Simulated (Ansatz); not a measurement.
Relaxation of C3H9AlBCl (15 atoms, charge 0, multiplicity 1), to a largest force component of 0.015 eV/Å in at most 40 steps.

Method: RKS B3LYP-D4/STO-3G in Ansatz 0.2.0.

```xyz
15
Properties=species:S:1:pos:R:3
B -1.124 -2.303 0.883
Al -0.371 -0.453 1.450
C 0.339 0.802 0.044
C 1.601 0.138 -0.692
C -0.734 1.201 -0.935
Cl 0.980 2.268 0.899
H -1.169 -2.548 -0.269
H -1.570 -2.982 1.675
H -0.326 -0.027 3.037
H 1.177 -0.787 -1.188
H 1.945 0.822 -1.421
H 2.353 -0.149 0.037
H -1.616 1.734 -0.391
H -1.165 0.330 -1.429
H -0.341 1.903 -1.671
```

Where does it end, and by what steps?

It converged. The force dipped under the threshold on the way, but the program's further checks kept it going. Limits of this set-up: minimal basis. After 39 steps the energy has fallen by 1.220 eV; H9 moved furthest, 2.25 Å. Joined: Al2–Cl6.

```tsv
step	energy less start (eV)	largest force component (eV/Å)	accepted
0	0.0000	3.433	yes
2	-0.6315	0.848	yes
4	-0.6991	0.404	yes
6	-0.7798	0.316	yes
8	-0.8632	0.134	yes
10	-0.8782	0.158	yes
12	-0.8970	0.196	yes
14	-0.9008	0.290	yes
16	-0.9094	0.089	yes
18	-0.9215	0.178	yes
20	-0.9440	0.260	yes
22	-0.8625	1.519	no
24	-1.0279	0.214	yes
26	-1.1442	0.473	yes
28	-1.1915	0.517	yes
30	-1.2055	0.561	no
32	-1.2159	0.102	yes
34	-1.2196	0.090	no
36	-1.2203	0.008	yes
38	-1.2199	0.066	no
39	-1.2203	0.013	yes
```

```xyz
15
Properties=species:S:1:pos:R:3
B -0.409 -2.365 1.544
Al -0.922 -0.445 1.176
C 0.043 0.495 -0.217
C 1.129 -0.181 -1.091
C -0.477 1.808 -0.853
Cl 0.942 1.013 1.498
H -0.923 -3.269 0.995
H 0.419 -2.680 2.318
H -2.122 0.275 1.714
H 0.638 -0.573 -1.998
H 1.913 0.527 -1.407
H 1.605 -1.024 -0.567
H -1.145 2.351 -0.167
H -1.055 1.539 -1.755
H 0.342 2.478 -1.161
```

Whether the end is a true minimum wasn't checked by a vibrational analysis.

The run took 3 min on 1 thread of Arm Neoverse V1, with other jobs on the host, peak memory 0.16 GiB.
